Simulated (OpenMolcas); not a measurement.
## Multiconfigurational calculation on Ni5+

Input:

```
&GATEWAY
Coord
1

Ni 0.0 0.0 0.0
Basis=ANO-L-VTZP
Group=XYZ
NoMove
AngMom=0.0 0.0 0.0
AMFI
&SEWARD
* reference wave functions (RASSCF and RASSI steps not shown): 5 electrons in 5 orbitals (3d)
>>> COPY JOB001 $Project.JobIph
&CASPT2
Multistate=1 1
Frozen=2 3
IPEA=0.25
Imaginary=0.1
MaxIter=60
WThr=0.0 0.3 0.05
PrWF=0.5
NoMix
>>> COPY JOB002 $Project.JobIph
&CASPT2
Multistate=24 1 2 3 4 5 6 7 8 9 10 11 12 13 14 15 16 17 18 19 20 21 22
23 24
Frozen=2 3
IPEA=0.25
Imaginary=0.1
MaxIter=60
WThr=0.0 0.3 0.05
PrWF=0.5
NoMix
>>> COPY JOB003 $Project.JobIph
&CASPT2
Multistate=75 1 2 3 4 5 6 7 8 9 10 11 12 13 14 15 16 17 18 19 20 21 22
23 24 25 26 27 28 29 30 31 32 33 34 35 36 37 38 39 40 41 42 43 44 45 46
47 48 49 50 51 52 53 54 55 56 57 58 59 60 61 62 63 64 65 66 67 68 69 70
71 72 73 74 75
NoMult
Frozen=2 3
IPEA=0.25
Imaginary=0.1
MaxIter=60
WThr=0.0 0.3 0.05
PrWF=0.5
NoMix
```

Launched by
```bash
OMP_NUM_THREADS=1 MOLCAS_MEM=1689 MOLCAS_PROJECT=a pymolcas a.inp > a.log  # once for each step of the input, in one work folder
```

Output, cut to the results:

```
--- CASPT2 ---
Orbital specifications:
      -----------------------

      Symmetry species                           1   2
                                                ag  au
      Frozen orbitals                            2   3
      Inactive orbitals                          1   3
      Active orbitals                            5   0
      Secondary orbitals                        22  23
      Deleted orbitals                           0   0
      Number of basis functions                 30  29
Type of calculation                        SS-CASPT2
      Fock operator                              state-specific
      IPEA shift                                 0.25
      Real shift                                 0.00
      Imaginary shift                            0.10
      The input orbitals will be transformed to quasi-canonical
Reference energy:       -1500.0955844468
      E2 (Non-variational):      -0.3442837710
      Shift correction:          -0.0000359189
      E2 (Variational):          -0.3443196899
      Total energy:           -1500.4399041367
      Residual norm:              0.0000006078
      Reference weight:           0.96818
      Contributions to the CASPT2 correlation energy
      Active & Virtual Only:         -0.0630883806
      One Inactive Excited:          -0.1875930936
      Two Inactive Excited:          -0.0936022968
::    CASPT2 Root  1     Total energy:  -1500.43990414
--- CASPT2 ---
Orbital specifications:
      -----------------------

      Symmetry species                           1   2
                                                ag  au
      Frozen orbitals                            2   3
      Inactive orbitals                          1   3
      Active orbitals                            5   0
      Secondary orbitals                        22  23
      Deleted orbitals                           0   0
      Number of basis functions                 30  29
Type of calculation                        MS-CASPT2
      Fock operator                              state-specific
      IPEA shift                                 0.25
      Real shift                                 0.00
      Imaginary shift                            0.10
      The input orbitals will be transformed to quasi-canonical
Reference energy:       -1499.8822037408
      E2 (Non-variational):      -0.3590056552
      Shift correction:          -0.0000394820
      E2 (Variational):          -0.3590451373
      Total energy:           -1500.2412488780
      Residual norm:              0.0000002336
      Reference weight:           0.96624
      Contributions to the CASPT2 correlation energy
      Active & Virtual Only:         -0.0703310904
      One Inactive Excited:          -0.1966363573
      Two Inactive Excited:          -0.0920382075
Reference energy:       -1499.8822037408
      E2 (Non-variational):      -0.3589682610
      Shift correction:          -0.0000395143
      E2 (Variational):          -0.3590077753
      Total energy:           -1500.2412115161
      Residual norm:              0.0000002376
      Reference weight:           0.96624
      Contributions to the CASPT2 correlation energy
      Active & Virtual Only:         -0.0703288244
      One Inactive Excited:          -0.1966311939
      Two Inactive Excited:          -0.0920082427
::    CASPT2 Root  1     Total energy:  -1500.24124888
::    CASPT2 Root  2     Total energy:  -1500.24121152
::    CASPT2 Root  3     Total energy:  -1500.24112913
::    CASPT2 Root  4     Total energy:  -1500.24128658
::    CASPT2 Root  5     Total energy:  -1500.24113311
::    CASPT2 Root  6     Total energy:  -1500.24122700
::    CASPT2 Root  7     Total energy:  -1500.24121681
::    CASPT2 Root  8     Total energy:  -1500.24119320
::    CASPT2 Root  9     Total energy:  -1500.24125516
::    CASPT2 Root 10     Total energy:  -1500.21988408
::    CASPT2 Root 11     Total energy:  -1500.21989214
::    CASPT2 Root 12     Total energy:  -1500.21979409
::    CASPT2 Root 13     Total energy:  -1500.20228467
::    CASPT2 Root 14     Total energy:  -1500.20230494
::    CASPT2 Root 15     Total energy:  -1500.20227347
::    CASPT2 Root 16     Total energy:  -1500.20234962
::    CASPT2 Root 17     Total energy:  -1500.20230736
::    CASPT2 Root 18     Total energy:  -1500.11489355
::    CASPT2 Root 19     Total energy:  -1500.11486292
::    CASPT2 Root 20     Total energy:  -1500.11478014
::    CASPT2 Root 21     Total energy:  -1500.11515148
::    CASPT2 Root 22     Total energy:  -1500.11514561
::    CASPT2 Root 23     Total energy:  -1500.11481853
::    CASPT2 Root 24     Total energy:  -1500.11481715
::    MS-CASPT2 Root  1     Total energy:  -1500.24187620
::    MS-CASPT2 Root  2     Total energy:  -1500.24168547
::    MS-CASPT2 Root  3     Total energy:  -1500.24153190
::    MS-CASPT2 Root  4     Total energy:  -1500.24130198
::    MS-CASPT2 Root  5     Total energy:  -1500.24113247
::    MS-CASPT2 Root  6     Total energy:  -1500.24106381
--- CASPT2 ---
Orbital specifications:
      -----------------------

      Symmetry species                           1   2
                                                ag  au
      Frozen orbitals                            2   3
      Inactive orbitals                          1   3
      Active orbitals                            5   0
      Secondary orbitals                        22  23
      Deleted orbitals                           0   0
      Number of basis functions                 30  29
Type of calculation                        SS-CASPT2
      Fock operator                              state-specific
      IPEA shift                                 0.25
      Real shift                                 0.00
      Imaginary shift                            0.10
      The input orbitals will be transformed to quasi-canonical
Reference energy:       -1499.7915346724
      E2 (Non-variational):      -0.3575429104
      Shift correction:          -0.0000372037
...
```

Levels above the lowest, from the spin-orbit matrix with the single-state CASPT2 energies, averaged by term, on its diagonal:

```tsv
Configuration	Term	J	E (cm⁻¹)	Measured (cm⁻¹)	g	Term weight %	Second
3d⁵	⁶S	5/2	0.0	0.0	2.002	100	
3d⁵	⁴G	5/2	43500		0.573	99	
3d⁵	⁴G	7/2	43590		0.985	100	
3d⁵	⁴G	11/2	43620	41921	1.273	100	
3d⁵	⁴G	9/2	43650		1.172	100	
3d⁵	⁴P	5/2	47730	45884	1.574	88	10 ⁴D
3d⁵	⁴P	3/2	47950	46104	1.687	91	9 ⁴D
3d⁵	⁴P	1/2	48210	46325	2.586	97	3 ⁴D
3d⁵	⁴D	7/2	52110	50331	1.428	99	
3d⁵	⁴D	1/2	52360		0.081	97	3 ⁴P
3d⁵	⁴D	3/2	52560		1.245	91	9 ⁴P
3d⁵	⁴D	5/2	52600		1.394	89	10 ⁴P
3d⁵	²I	11/2	63670	61196	0.926	98	
3d⁵	²I	13/2	63890	61280	1.077	100	
3d⁵	²D(1)	5/2	66780	64152	1.098	67	29 ²F(1)
3d⁵	²D(1)	3/2	67880	65174	0.765	91	9 ⁴F
3d⁵	²F(1)	7/2	70130	67085	1.143	94	4 ⁴F
3d⁵	⁴F	9/2	71180		1.324	95	4 ²G(1)
3d⁵	⁴F	5/2	71200		0.991	69	26 ²F(1)
3d⁵	⁴F	7/2	71360		1.232	93	4 ²F(1)
3d⁵	⁴F	3/2	71800		0.437	91	9 ²D(1)
3d⁵	²F(1)	5/2	72130		1.000	43	28 ⁴F
3d⁵	²H	9/2	75920	72909	0.974	70	28 ²G(1)
3d⁵	²H	11/2	76950	73757	1.089	98
```

Against the 12 measured excited levels shown (Corliss and Sugar, J. Phys. Chem. Ref. Data 10, 197 (1981)) the mean absolute deviation is 2400 cm-1; the largest miss in energy is 3d⁵ ²H_11/2: computed 76950, measured 73757 cm⁻¹ (+4.3 %).

CASPT2 does not keep the components of a term degenerate, so their means are used; among the terms shown or strongly mixed into the levels shown the widest spread is 120 cm-1 (3d⁵ ²F(1)). Computed and measured levels are paired by configuration, term and J; levels that our copy of the source lacks, or whose pairing is in doubt (as where it misses far off the trend of its configuration), stay unpaired and out of the deviations. Levels of configurations outside the active space are missing. The table shows the lowest 24 of 37 levels.

The term weight is that of the spin-free term in the level, not the purity of its configuration. A number in round brackets counts repeated terms of one configuration in the order of the reference energies.
